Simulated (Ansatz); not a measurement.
C2H6LiN (`[Li][N](C)C`). Charge 0, multiplicity 1.

```
atom   x (Å)   y (Å)   z (Å)
 Li1   2.208  -0.479   0.733
  N2   0.593  -0.129   0.197
  C3   0.054  -0.462  -1.088
  C4  -0.411   0.540   0.970
  H5   0.793  -0.979  -1.715
  H6  -0.830  -1.128  -1.029
  H7  -0.281   0.425  -1.662
  H8  -0.039   0.813   1.966
  H9  -1.319  -0.077   1.130
 H10  -0.769   1.477   0.498
```

Problem. What are the harmonic wavenumbers in cm⁻¹ at PBE0-D4/def2-TZVP (Ansatz, finite differences of forces, unscaled)? (Estimate.)

Solution. Ansatz gave: 120, 202, 278, 304, 395, 728, 1017, 1088, 1104, 1153, 1210, 1265, 1428, 1454, 1455, 1456, 1494, 1508, 2875, 2881, 2889, 2897, 3023, 3026.

Problem. Is this a minimum?

Solution. Yes, all 24 modes are real.

Problem. Give the ideal-gas thermochemistry at 298.15 K and 1 bar (rigid rotor, harmonic oscillator; point group C2v, symmetry number 2).

Solution. Zero-point energy 210.8 kJ/mol; H(298) − E = 227.9 kJ/mol; entropy 292.7 J/(mol·K), of which translation 157.9, rotation 93.7, vibration 41.1; G(298) − E = 140.6 kJ/mol.
